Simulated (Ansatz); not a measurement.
Stepwise reaction of `[SiH3][O][In]([O][SiH3])[O][SiH3]` with hydrogen chloride, as a gas-phase model of exchange steps in deposition or etching. ΔE in kJ/mol.

Isolated molecules relaxed with PBE0-D4/def2-TZVP in Ansatz; ΔE leaves out vibrations. CBS: MP2 limit from def2 TZ/QZ plus the TZ coupled-cluster correction, frozen cores. This one scheme is used for every species. Functionals use def2-TZVPP. B3LYP here is the variant with VWN-RPA as its local correlation; programs differ in this. def2 core potentials past Kr. For In outer-core shells are correlated without core-valence functions, which leaves a few kJ/mol of doubt a bond. Each species was taken in one conformer, which may not be the lowest.

```tsv
step	reaction	PBE-D4	B3LYP-D4	ωB97M-V	CCSD(T)/CBS
1	`[SiH3][O][In]([O][SiH3])[O][SiH3]` + HCl → `[SiH3][O][In]([Cl])[O][SiH3]` + `O[SiH3]`	-74.2	-73.0	-75.6	-67.8
2	`[SiH3][O][In]([Cl])[O][SiH3]` + HCl → `[SiH3][O][In]([Cl])[Cl]` + `O[SiH3]`	-73.4	-71.8	-74.5	-66.8
3	`[SiH3][O][In]([Cl])[Cl]` + HCl → `[Cl][In]([Cl])[Cl]` + `O[SiH3]`	-72.9	-71.7	-73.1	-64.6
```

Question: By hand: ΔE of the 3 steps together at CCSD(T)/CBS.

Answer: (-67.8) + (-66.8) + (-64.6) = -199.2 kJ/mol, or -66.4 kJ/mol a step.

In ΔE the steps differ by no more than 3.2 kJ/mol. All are downhill at CCSD(T)/CBS. PBE-D4 differs from CCSD(T)/CBS by -8.3 to -6.4 kJ/mol a step. Isolated molecules leave out the surface, adducts and barriers. Largest T1 diagnostic: 0.015.
